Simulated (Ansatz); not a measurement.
## Cost against result

Saddle point of Si2NH9S, singlet (SiNH₅S ([NH2][SiH2][SH]) + SiH₄ → Si₂NH₇ ([NH2][SiH2][SiH3]) + H₂S; bonds formed: Si1–Si7, S2–H6; bonds broken: Si1–S2, H6–Si7), PBE0-D4/def2-TZVP structure:

```
13
angstrom
Si -0.7494 0.2404 0.6770
S 0.9551 -0.1626 2.5303
H -1.3874 -0.9168 1.3333
H -0.6139 1.6696 1.0161
N -1.7324 0.3795 -0.7388
H 0.8788 -0.3370 0.7047
Si 1.0584 -0.5657 -1.0301
H 1.6943 0.9415 2.3334
H -2.1872 -0.4065 -1.1753
H -1.7344 1.1970 -1.3274
H 0.2913 -1.6759 -1.6452
H 1.0674 0.6451 -1.8880
H 2.4594 -1.0085 -0.7901
```

Barriers are electronic and count from the start structure reached by relaxing down the imaginary mode.

Computed with Ansatz 0.2.0 (basis: as named in each row); correlated methods freeze the cores. B3LYP uses VWN-RPA correlation. Extrapolation: Hartree–Fock as exp(−7.88 √X), correlation as X^−2.97.

Times are rough, for one single point on 8 threads of a shared host (AMD EPYC 7R43).

The estimate by CCSD(T) at an estimated basis limit (MP2 extrapolated from triple and quadruple zeta, plus CCSD(T) − MP2 in triple zeta) is 61.21 kcal/mol.

| method | basis | time (s) | barrier (kcal/mol) | method less estimate |
| --- | --- | --- | --- | --- |
| HF | STO-3G | under 1 | 136.14 | 74.93 |
| PBE-D4 | STO-3G | under 1 | 81.35 | 20.14 |
| SPW92 | def2-SVP | under 1 | 43.89 | -17.32 |
| B3LYP-D4 | 6-31G | under 1 | 60.88 | -0.33 |
| PBE-D4 | def2-SVP | under 1 | 50.14 | -11.07 |
| PBE0-D4 | def2-SVP | under 1 | 56.52 | -4.69 |
| SPW92 | def2-TZVPP | under 1 | 42.16 | -19.05 |
| PBE-D4 | def2-TZVPP | 1 | 48.33 | -12.88 |
| BLYP-D4 | def2-TZVPP | 2 | 54.65 | -6.56 |
| B3LYP-D4 | def2-TZVPP | 2 | 59.24 | -1.97 |
| BHLYP-D4 | def2-TZVPP | 2 | 66.31 | 5.10 |
| PBE0-D4 | def2-TZVPP | 2 | 54.37 | -6.84 |
| CAM-B3LYP-D4 | def2-TZVPP | 2 | 63.47 | 2.26 |
| CCSD(T) | def2-SVP | 2 | 69.45 | 8.24 |
| wB97M-V | def2-SVP | 3 | 63.73 | 2.52 |
| r2SCAN-D4 | def2-TZVPP | 3 | 53.68 | -7.53 |
| r2SCAN0-D4 | def2-TZVPP | 3 | 57.74 | -3.47 |
| RPA on PBE | def2-TZVPP | 3 | 62.28 | 1.07 |
| B2PLYP | def2-TZVPP | 4 | 62.12 | 0.91 |
| PBE-QIDH | def2-TZVPP | 4 | 59.83 | -1.38 |
| wB97X-V | def2-TZVPP | 4 | 63.23 | 2.02 |
| B97M-V | def2-TZVPP | 4 | 57.76 | -3.45 |
| wB97M-V | def2-TZVPP | 5 | 61.71 | 0.50 |
| MP2 | def2-QZVPP | 14 | 60.97 | -0.24 |
| CCSD(T) | def2-TZVPP | 74 | 62.65 | 1.44 |

All methods are single points on the PBE0-D4 structures.

T1 diagnostic: at most 0.014.

Labels in which every atom is bracketed show which atoms are joined, not bond orders.
